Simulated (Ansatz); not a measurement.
Born–Oppenheimer molecular dynamics of C₄H₉FOSi (16 atoms, charge 0, multiplicity 1). It starts at the highest image of a converged band. Of that band: Neighbouring images differ by up to 2.3 eV, so the band resolves the path poorly. A vibrational analysis at the climbing image gives one clearly imaginary mode, 1825i cm⁻¹: a first-order saddle point.

These are results of RHF/6-31G in Ansatz, not measurements.

- ensemble: NVE (velocity Verlet)
- time step: 0.5 fs
- steps asked: 200
- starting velocities drawn for: 100 K
- seed: 7976

Frames 2.5 fs apart, positions in Å, forces in eV/Å.

Velocities at 55.0 fs (Å/ps):

```
C -1.61 -0.55 -0.48
Si -4.48 1.68 1.21
C -0.97 -2.05 -1.73
F 0.09 -1.09 -0.54
C 3.42 -5.25 12.60
O 5.09 -0.24 -9.20
C 7.16 -0.58 0.79
H 4.63 8.31 0.22
H 7.48 8.07 -19.10
H 1.78 -13.45 -9.71
H 14.12 -6.68 3.41
H 4.70 6.51 2.40
H -52.27 5.34 3.31
H -12.88 64.38 15.73
H -17.77 4.38 -3.18
H -2.68 1.22 -3.90
```

```xyz
16
Properties=species:S:1:pos:R:3:forces:R:3 time_fs=55.0 energy_less_start_eV=-0.574 T=417
C 1.702 0.977 0.458 -0.70 0.29 0.78
Si 0.124 -0.027 -0.017 -0.04 0.75 -0.72
C 0.709 -1.865 -0.265 -0.77 -0.19 -0.17
F 1.921 -1.806 -1.011 0.39 0.03 -0.05
C -0.993 0.674 -1.481 1.92 2.20 2.59
O -2.285 0.992 -0.162 3.23 -3.41 -0.95
C -1.486 0.162 0.970 -2.01 1.50 -0.98
H 2.011 0.515 1.398 0.48 0.21 -0.24
H 2.495 0.943 -0.274 -0.02 -0.39 -0.03
H 1.511 2.037 0.670 -0.19 -0.50 -0.13
H 0.006 -2.416 -0.892 0.18 0.05 0.41
H 0.899 -2.422 0.652 -0.02 0.23 -0.30
H -0.931 1.791 -1.438 0.46 -1.54 -1.27
H -0.646 0.138 -2.446 -3.07 0.92 1.14
H -1.506 0.742 1.881 0.03 0.14 -0.10
H -2.080 -0.723 1.120 0.13 -0.29 0.02
16
Properties=species:S:1:pos:R:3:forces:R:3 time_fs=57.5 energy_less_start_eV=-0.969 T=636
C 1.697 0.975 0.457 0.32 -0.78 -0.47
Si 0.113 -0.022 -0.015 0.88 0.40 -0.73
C 0.705 -1.870 -0.269 -0.09 0.55 0.20
F 1.922 -1.809 -1.012 0.36 0.11 -0.05
C -0.981 0.668 -1.442 0.00 3.90 4.10
O -2.267 0.985 -0.186 2.92 -3.66 -0.53
C -1.474 0.164 0.970 -2.85 1.30 -0.78
H 2.038 0.540 1.392 0.47 0.02 -0.12
H 2.503 0.951 -0.312 -0.84 -0.44 0.76
H 1.507 2.002 0.645 -0.46 0.86 0.15
H 0.039 -2.435 -0.877 -0.55 -0.38 -0.14
H 0.910 -2.400 0.651 -0.01 0.05 -0.02
H -1.039 1.761 -1.463 1.32 -0.52 -0.60
H -0.762 0.305 -2.396 -2.07 -1.44 -1.68
H -1.547 0.756 1.870 0.23 0.07 -0.08
H -2.081 -0.726 1.110 0.36 -0.03 -0.01
16
Properties=species:S:1:pos:R:3:forces:R:3 time_fs=60.0 energy_less_start_eV=-1.631 T=1000
C 1.693 0.971 0.455 -0.20 -0.24 -0.06
Si 0.104 -0.016 -0.014 1.83 -0.24 -0.33
C 0.700 -1.872 -0.273 -0.13 0.64 -0.15
F 1.924 -1.811 -1.014 0.21 0.14 -0.03
C -0.969 0.680 -1.385 -1.95 2.08 1.02
O -2.237 0.964 -0.213 2.93 -3.45 -0.28
C -1.476 0.172 0.966 -2.90 1.12 -0.79
H 2.091 0.567 1.379 0.19 -0.07 -0.01
H 2.467 0.933 -0.312 -0.29 -0.31 0.14
H 1.478 2.008 0.626 -0.25 0.39 0.08
H 0.045 -2.474 -0.866 -0.43 -0.16 -0.06
H 0.920 -2.375 0.648 0.03 -0.13 0.31
H -1.071 1.709 -1.524 1.78 1.98 -0.01
H -1.007 0.398 -2.420 -1.39 -1.81 0.11
H -1.576 0.775 1.855 0.29 0.03 -0.02
H -2.061 -0.733 1.100 0.27 0.02 0.06
16
Properties=species:S:1:pos:R:3:forces:R:3 time_fs=62.5 energy_less_start_eV=-2.164 T=1295
C 1.688 0.965 0.453 -1.14 0.86 1.07
Si 0.099 -0.011 -0.014 2.51 -1.09 0.44
C 0.695 -1.872 -0.277 -0.43 -0.03 -0.24
F 1.927 -1.813 -1.016 -0.03 0.13 0.00
C -0.967 0.704 -1.323 -5.10 2.63 -3.64
O -2.196 0.931 -0.240 2.92 -2.56 0.00
C -1.492 0.187 0.957 -2.11 0.85 -0.90
H 2.154 0.591 1.364 -0.25 -0.01 -0.07
H 2.416 0.898 -0.306 0.66 -0.09 -0.95
H 1.435 2.034 0.613 0.24 -0.82 -0.11
H 0.027 -2.520 -0.856 0.22 0.49 0.37
H 0.931 -2.356 0.660 -0.07 0.00 0.02
H -0.997 1.751 -1.587 1.80 0.44 0.34
H -1.324 0.388 -2.433 0.72 -0.76 3.42
H -1.588 0.796 1.838 0.18 0.06 0.06
H -2.027 -0.738 1.095 -0.11 -0.11 0.19
16
Properties=species:S:1:pos:R:3:forces:R:3 time_fs=65.0 energy_less_start_eV=-2.717 T=1600
C 1.678 0.963 0.456 -0.19 0.41 0.10
Si 0.099 -0.008 -0.013 2.47 -1.67 0.75
C 0.688 -1.871 -0.282 -0.03 -0.09 0.37
F 1.929 -1.815 -1.017 -0.29 0.08 0.02
C -0.990 0.741 -1.277 -5.38 3.04 -4.65
O -2.145 0.887 -0.268 1.81 -0.93 0.88
C -1.518 0.205 0.945 -0.95 0.19 -0.70
H 2.204 0.613 1.345 -0.49 -0.03 -0.05
H 2.395 0.857 -0.347 -0.02 0.23 -0.20
H 1.406 2.019 0.594 0.38 -0.47 -0.09
H 0.019 -2.540 -0.828 0.22 0.48 0.16
H 0.939 -2.337 0.674 -0.16 0.14 -0.31
H -0.823 1.818 -1.629 0.48 -1.74 0.76
H -1.600 0.332 -2.260 2.58 0.20 2.76
H -1.590 0.820 1.824 -0.04 0.08 -0.02
H -2.000 -0.749 1.100 -0.38 0.10 0.22
16
Properties=species:S:1:pos:R:3:forces:R:3 time_fs=67.5 energy_less_start_eV=-2.683 T=1578
C 1.667 0.963 0.458 0.87 -0.92 -1.32
Si 0.104 -0.009 -0.011 1.74 -1.74 0.37
C 0.681 -1.871 -0.286 0.74 0.65 0.82
F 1.931 -1.816 -1.019 -0.51 0.01 0.04
C -1.037 0.792 -1.254 -0.88 1.04 -2.69
O -2.087 0.841 -0.291 -1.43 1.39 3.43
C -1.550 0.225 0.929 0.36 -0.60 0.03
H 2.226 0.633 1.325 -0.38 -0.15 0.18
H 2.374 0.829 -0.399 -0.67 0.45 0.78
H 1.396 1.982 0.570 0.11 0.93 0.08
H 0.020 -2.535 -0.793 -0.33 -0.12 -0.47
H 0.937 -2.312 0.672 -0.06 -0.03 -0.06
H -0.623 1.793 -1.629 -1.33 -1.47 0.54
H -1.730 0.284 -1.940 2.50 -0.01 -1.59
H -1.594 0.849 1.808 -0.23 0.07 -0.20
H -1.993 -0.752 1.118 -0.50 0.50 0.07
16
Properties=species:S:1:pos:R:3:forces:R:3 time_fs=70.0 energy_less_start_eV=-1.262 T=799
C 1.661 0.958 0.455 0.41 -0.30 -0.99
Si 0.113 -0.013 -0.007 0.97 -1.54 0.10
C 0.677 -1.868 -0.285 0.73 0.71 0.46
F 1.931 -1.817 -1.020 -0.63 -0.04 0.06
C -1.088 0.849 -1.244 5.14 -1.40 -1.16
O -2.035 0.800 -0.302 -6.04 3.66 6.43
C -1.579 0.241 0.913 1.69 -1.05 1.01
H 2.226 0.645 1.315 -0.18 -0.20 0.30
H 2.319 0.827 -0.412 -0.03 0.32 0.35
H 1.395 1.990 0.550 0.12 0.57 0.11
H 0.006 -2.533 -0.782 -0.21 -0.06 -0.46
H 0.933 -2.289 0.667 0.07 -0.31 0.33
H -0.497 1.690 -1.600 -1.95 0.75 -0.30
H -1.725 0.223 -1.720 0.78 -1.71 -5.96
H -1.611 0.883 1.781 -0.26 0.14 -0.21
H -2.017 -0.728 1.139 -0.63 0.46 -0.08
16
Properties=species:S:1:pos:R:3:forces:R:3 time_fs=72.5 energy_less_start_eV=-1.034 T=671
C 1.655 0.953 0.448 -0.41 1.24 0.52
Si 0.124 -0.021 -0.004 0.36 -1.13 0.18
C 0.676 -1.862 -0.283 0.31 -0.11 0.14
F 1.929 -1.818 -1.022 -0.64 -0.06 0.09
C -1.118 0.896 -1.242 3.67 -7.16 -2.99
O -2.006 0.772 -0.290 -8.12 4.49 4.22
C -1.600 0.252 0.902 2.64 -1.37 2.05
H 2.214 0.645 1.321 -0.14 -0.10 0.02
H 2.266 0.842 -0.408 1.07 0.03 -0.73
H 1.402 2.028 0.537 0.24 -0.76 0.10
H -0.018 -2.532 -0.796 0.43 0.48 0.07
H 0.931 -2.283 0.678 -0.01 -0.29 0.04
H -0.478 1.633 -1.588 -1.06 2.86 -0.97
H -1.648 0.094 -1.812 2.34 1.65 -2.68
H -1.642 0.925 1.743 -0.08 0.17 -0.01
H -2.078 -0.678 1.157 -0.60 0.05 -0.06
16
Properties=species:S:1:pos:R:3:forces:R:3 time_fs=75.0 energy_less_start_eV=-1.647 T=1008
C 1.649 0.953 0.442 0.44 1.11 0.17
Si 0.136 -0.031 0.000 -0.35 -0.33 0.04
C 0.678 -1.855 -0.279 0.46 -0.44 0.36
F 1.925 -1.820 -1.023 -0.55 -0.05 0.11
C -1.127 0.911 -1.254 4.34 -6.86 -3.59
O -2.006 0.761 -0.263 -7.21 4.33 -1.38
C -1.609 0.257 0.902 2.62 -1.80 3.12
H 2.194 0.638 1.328 -0.05 -0.04 -0.25
H 2.268 0.861 -0.436 0.64 -0.06 0.03
H 1.422 2.028 0.531 0.00 -0.62 0.16
H -0.021 -2.506 -0.808 0.36 0.36 0.15
H 0.929 -2.293 0.690 -0.14 -0.09 -0.41
H -0.533 1.727 -1.625 -1.79 1.31 0.02
H -1.448 0.051 -2.064 1.09 3.27 1.23
H -1.678 0.977 1.704 0.23 -0.04 0.20
H -2.172 -0.624 1.172 -0.09 -0.06 0.05
16
Properties=species:S:1:pos:R:3:forces:R:3 time_fs=77.5 energy_less_start_eV=-2.223 T=1327
C 1.645 0.958 0.436 1.57 -0.22 -0.88
Si 0.147 -0.042 0.004 -1.02 0.69 -0.14
C 0.682 -1.851 -0.274 0.85 -0.07 0.40
F 1.919 -1.821 -1.024 -0.34 -0.02 0.10
C -1.115 0.892 -1.284 4.83 -2.35 -2.40
O -2.032 0.766 -0.240 -5.01 3.25 -4.98
C -1.604 0.252 0.917 1.57 -1.55 2.89
H 2.172 0.629 1.322 0.17 -0.10 -0.12
H 2.306 0.876 -0.462 -0.26 -0.07 1.08
H 1.441 1.997 0.534 -0.39 0.72 0.23
H -0.004 -2.461 -0.814 -0.31 -0.28 -0.25
H 0.920 -2.310 0.682 -0.08 -0.11 -0.21
H -0.691 1.895 -1.660 -1.76 -1.38 1.23
H -1.188 0.189 -2.255 -1.07 1.90 2.53
H -1.700 1.024 1.677 0.55 -0.40 0.33
H -2.270 -0.572 1.190 0.71 -0.01 0.18
16
Properties=species:S:1:pos:R:3:forces:R:3 time_fs=80.0 energy_less_start_eV=-2.312 T=1375
C 1.648 0.963 0.427 1.33 -0.16 -0.33
Si 0.156 -0.051 0.008 -1.60 1.55 -0.20
C 0.690 -1.848 -0.267 0.37 -0.16 -0.33
F 1.913 -1.823 -1.024 -0.05 0.03 0.06
C -1.079 0.862 -1.324 2.99 2.51 1.55
O -2.078 0.783 -0.235 -2.51 1.12 -4.99
C -1.592 0.240 0.945 0.38 -0.41 0.92
H 2.159 0.615 1.310 0.25 -0.08 0.12
H 2.334 0.887 -0.431 -0.17 -0.06 0.55
H 1.439 2.001 0.550 -0.37 0.56 0.15
H -0.003 -2.429 -0.832 -0.34 -0.30 -0.16
H 0.906 -2.334 0.662 0.07 -0.27 0.29
H -0.945 1.989 -1.627 0.07 -2.22 1.43
H -0.987 0.432 -2.312 -2.23 -1.27 0.21
H -1.690 1.049 1.669 0.73 -0.51 0.40
H -2.327 -0.522 1.219 1.06 -0.32 0.33
16
Properties=species:S:1:pos:R:3:forces:R:3 time_fs=82.5 energy_less_start_eV=-1.783 T=1085
C 1.657 0.968 0.417 0.14 0.85 1.48
Si 0.162 -0.057 0.011 -1.98 2.03 -0.31
C 0.699 -1.845 -0.262 -0.59 -0.94 -0.77
F 1.906 -1.825 -1.024 0.27 0.05 -0.01
C -1.029 0.843 -1.357 0.32 3.77 4.28
O -2.133 0.804 -0.249 -0.68 -1.21 -2.67
C -1.577 0.226 0.978 -0.07 0.81 -1.28
H 2.160 0.596 1.304 0.06 0.11 0.11
H 2.356 0.895 -0.373 0.65 -0.02 -0.87
H 1.417 2.033 0.575 0.05 -0.75 -0.11
H -0.019 -2.413 -0.857 0.24 0.14 0.38
H 0.895 -2.373 0.656 0.07 -0.07 0.12
H -1.194 1.960 -1.512 2.05 -1.09 0.70
H -0.910 0.608 -2.360 -1.89 -2.61 -1.81
H -1.637 1.046 1.685 0.62 -0.27 0.37
H -2.325 -0.493 1.267 0.73 -0.82 0.38
```

Of the whole run (100 fs, mean temperature of the second half 973 K): The conserved energy stayed within 0.8 meV per atom of its start (net change -0.1 meV per atom), so the integration is sound. The system heated up, since it started high on the potential surface and ran downhill. A run of 0.1 ps of so small a system gives no equilibrium averages. The orbitals stay closed-shell, which can raise the energy where a bond breaks towards radicals; this wasn't checked here. Limits of this set-up: no polarisation functions.

Time of the run: 8.4 min on 1 thread of Arm Neoverse V2, on a shared host, peak memory 0.2 GiB.
